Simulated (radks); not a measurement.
Q: Yb II, 69 electrons, occupied as [Xe] 4f13 5d2 (not the ground configuration). Method: Dirac Kohn-Sham, PBE, spin-unpolarised, spherical densities, finite nucleus; open shells fill j = l - 1/2 first; Fermi nuclear charge, rms radius 5.3108 fm; computed with a radial shooting solver on a logarithmic mesh with Libxc functionals. Some entries of the table are withheld. Estimate them.

orbital  occ.  eigenvalue (eV)  <r^2> (bohr^2)
1s1/2       2        -61161.57       0.0005300
2s1/2       2              (1)        0.008153
2p1/2       2        -9889.315        0.005860
2p3/2       4        -8842.361        0.007072
3s1/2       2              (2)         0.05360
3p1/2       2        -2135.608         0.04945
3p3/2       4        -1913.417         0.05620
3d3/2       4        -1554.208         0.04402
3d5/2       6        -1505.671         0.04588
4s1/2       2        -471.5036          0.2685
4p1/2       2        -386.1244          0.2793
4p3/2       4        -335.6989          0.3165
4d3/2       4        -195.1439          0.3538
4d5/2       6        -185.9374          0.3684
5s1/2       2         -63.7557           1.612
5p1/2       2         -40.2954           2.062
5p3/2       4         -33.9108           2.428
4f5/2       6              (3)          0.7186
4f7/2       7              (4)          0.7561
5d3/2       2          -6.9249           8.366
5d5/2       0          -6.5890           9.055

A: 
(1) 2s1/2 eigenvalue (eV): -10366.35
(2) 3s1/2 eigenvalue (eV): -2346.403
(3) 4f5/2 eigenvalue (eV): -14.9481
(4) 4f7/2 eigenvalue (eV): -13.5588
